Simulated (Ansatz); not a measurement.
Born–Oppenheimer molecular dynamics of C$_{2}$H$_{5}$F$_{2}$NSi (11 atoms, charge 0, multiplicity 1). It starts from a relaxed structure.

Theory: RKS PBE-D4/STO-3G (Ansatz 0.2.0).

```json
{"ensemble": "NVT, Langevin thermostat", "time step": "0.5 fs", "steps asked": "597", "set temperature": "200 K", "friction": "0.5 /fs", "seed": "449168"}
```

First frame:

```xyz
11
Properties=species:S:1:pos:R:3
F 0.133 -1.133 2.446
Si 0.442 -0.832 0.863
F 1.530 -1.993 0.433
C -0.950 -0.432 -0.357
C -0.171 0.907 -0.661
N 0.805 0.880 0.518
H -1.065 -1.084 -1.240
H -1.945 -0.254 0.088
H -0.816 1.817 -0.645
H 0.328 0.867 -1.659
H 1.775 1.200 0.236
```

(1) How far do the bonds stretch over the last three quarters of this one trajectory? (Pairs bonded in most of those frames.)

Answers

(1) 
```
  bond  mean (Å)  spread (Å)  shortest  longest
F1–Si2     1.653       0.022      1.60     1.69
Si2–F3     1.652       0.022      1.61     1.70
Si2–C4     1.892       0.023      1.85     1.94
Si2–N6     1.802       0.029      1.74     1.86
 C4–C5     1.593       0.023      1.54     1.65
 C4–H7     1.108       0.022      1.05     1.16
 C4–H8     1.106       0.023      1.04     1.18
 C5–N6     1.548       0.029      1.49     1.60
 C5–H9     1.116       0.019      1.07     1.17
C5–H10     1.119       0.021      1.06     1.18
N6–H11     1.065       0.021      1.01     1.12
```

Mean temperature of the second half: 195 K. A run of 0.3 ps of so small a system gives no equilibrium averages. The friction is so strong that the motion is overdamped, so the time scale means little. Limits of this set-up: minimal basis.

Time of the run: 24 min on 1 thread of Arm Neoverse V1, with other jobs on the host, peak memory 0.096 GiB.
